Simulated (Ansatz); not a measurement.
Ideal-gas functions of C2H4O2Si (`C=C1O[SiH2]O1`) at 298.15 K and 1 bar, from an Ansatz frequency run at PBE0-D4/def2-TZVP.

Molar mass 88.14 g/mol, point group C2v (symmetry number 2), electronic degeneracy 1, moments of inertia 42.614, 137.686, 174.276 u Å². Harmonic wavenumbers (cm⁻¹, unscaled): 153, 380, 537, 615, 637, 690, 718, 779, 783, 796, 911, 941, 967, 1011, 1233, 1397, 1782, 2266, 2272, 3210, 3312.

Use S(trans) = R[1.5 ln M + 2.5 ln T − 1.1517]; rotational temperatures θ = 24.2544 K / I; S(rot) = R[ln(√π/σ · √(T³/θAθBθC)) + 1.5]; for each mode x = 1.438777 ν̃/T, S = R[x/(eˣ − 1) − ln(1 − e⁻ˣ)] and H = RT x/(eˣ − 1); 1 cm⁻¹ = 0.0119627 kJ/mol; R = 8.31446 J/(mol·K).

**Question.** By hand: the entropy, in J/(mol·K).

**Answer.** Translation 164.7. Rotation: θ = 0.5692, 0.1762, 0.1392 K, giving 100.3. Vibration, mode by mode: 11.02, 4.35, 2.39, 1.78, 1.63, 1.33, 1.19, 0.94, 0.93, 0.88, 0.56, 0.50, 0.45, 0.37, 0.15, 0.08, 0.01, 0.00, 0.00, 0.00, 0.00, in all 28.6. Electronic 0.0. Sum 293.6 J/(mol·K).

**Question.** By hand: H − E and G − E in kJ/mol, counted from the electronic energy.

**Answer.** Zero-point energy ½ × 25390 × 0.0119627 = 151.9; thermal vibration 5.6; translation, rotation and pV give 4 RT = 9.9. H − E = 167.4 kJ/mol, and G − E = 167.4 − 298.15 × 293.6/1000 = 79.9 kJ/mol.

Vibration gives 10 % of the entropy.
